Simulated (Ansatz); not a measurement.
Reaction (redistribution): `C#[C][Ge]([Cl])([Cl])[C]#C` + `FB(F)F` → `C#[C][Ge]([F])([Cl])[Cl]` + `C#CB(F)F`

Calculated with Ansatz (gas phase, PBE0-D4/def2-TZVP geometries, no zero-point term in ΔE). CCSD(T)/CBS adds triple-zeta CCSD(T) − MP2 to the extrapolated MP2 energy (def2 sets, frozen cores). This one scheme is used for every species. For Ge outer-core shells are correlated without core-valence functions, which leaves a few kJ/mol of doubt a bond. Scalar relativity is left out up to krypton.

```
                     species  CCSD(T)/CBS(def2) energy (Eh)
`C#[C][Ge]([Cl])([Cl])[C]#C`                    -3149.04502
                    `FB(F)F`                     -324.35731
  `C#[C][Ge]([F])([Cl])[Cl]`                    -3172.22888
                  `C#CB(F)F`                     -301.15247
```

Question: Work out ΔE.

Answer: ΔE = (-3172.22888) + (-301.15247) − (-3149.04502) − (-324.35731) = 0.02098 Eh = +13.2 kcal/mol.

Largest T1 diagnostic among the species: 0.014.

In def2-TZVPP, CCSD(T) changes the Hartree–Fock value by +0.9 kcal/mol (the triples alone add −0.1 kcal/mol) and MP2 by +2.0 kcal/mol. The D4 term adds +1.1 kcal/mol with B3LYP and +0.7 kcal/mol with PBE0; it sums over pairs of atoms, weighted by their polarisabilities, and B3LYP, whose exchange is more repulsive, gets the larger term. At CCSD(T), def2-SVP lies +1.2 kcal/mol from the extrapolated value and def2-TZVPP +1.0 kcal/mol.

B3LYP here is the variant with VWN-RPA as its local correlation; programs differ in this.
